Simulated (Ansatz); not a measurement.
`N[Si](N)(Cl)Cl` + HCl → `N[Si](Cl)(Cl)Cl` + NH₃ at 600 K and 1 bar (ligand exchange at the Si–N bond).

Calculated with Ansatz (gas phase, PBE0-D4/def2-TZVP geometries, no zero-point term in ΔE). CBS: MP2 limit from def2 TZ/QZ plus the TZ coupled-cluster correction, frozen cores. This one scheme is used for every species. One conformer a species, not always the lowest.

```json
{"species": "`N[Si](N)(Cl)Cl`", "CCSD(T)/CBS energy (Eh)": "-1320.63830", "H − E (kJ/mol)": "212.4", "S (J/(mol·K))": "440.6"}
{"species": "HCl", "CCSD(T)/CBS energy (Eh)": "-460.38127", "H − E (kJ/mol)": "35.4", "S (J/(mol·K))": "207.2"}
{"species": "`N[Si](Cl)(Cl)Cl`", "CCSD(T)/CBS energy (Eh)": "-1724.51858", "H − E (kJ/mol)": "140.0", "S (J/(mol·K))": "440.9"}
{"species": "NH₃", "CCSD(T)/CBS energy (Eh)": "-56.50880", "H − E (kJ/mol)": "112.4", "S (J/(mol·K))": "219.5"}
```

H − E and S are ideal-gas, rigid-rotor, harmonic terms from PBE0-D4/def2-TZVP, for one conformer and one mirror image of each species. 1 Eh = 2625.50 kJ/mol, R = 8.31446 J/(mol·K).

Problem. By hand: ΔE, ΔH, ΔS and ΔG.

Solution. ΔE = (-1724.51858) + (-56.50880) − (-1320.63830) − (-460.38127) = -0.00781 Eh = -20.5 kJ/mol. Δ(H − E) = 140.0 + 112.4 − 212.4 − 35.4 = 4.6, so ΔH = -15.9 kJ/mol. ΔS = 440.9 + 219.5 − 440.6 − 207.2 = 12.6 J/(mol·K). ΔG = -15.9 − 600 × (12.6)/1000 = -23.5 kJ/mol.

Problem. By hand: the equilibrium constant, and the temperature at which ΔG would vanish if ΔH and ΔS stayed fixed.

Solution. log₁₀ K = −ΔG/(RT ln 10) = 2.0. ΔH and −TΔS have one sign here, so there is no such temperature.

TΔS isn't small against ΔH here. A doubt of 5 kJ/mol in ΔE shifts log₁₀ K by 0.4 here. Other conformers and mirror images would add mixing entropy, several J/(mol·K) or more a flexible species. These are equilibria of isolated gas molecules and say nothing of rates. Largest T1 diagnostic: 0.009 (customary marks: 0.02 for closed shells, 0.045 for open ones).

ΔS is within the doubt of such terms, so its sign, and with it that verdict, could turn.
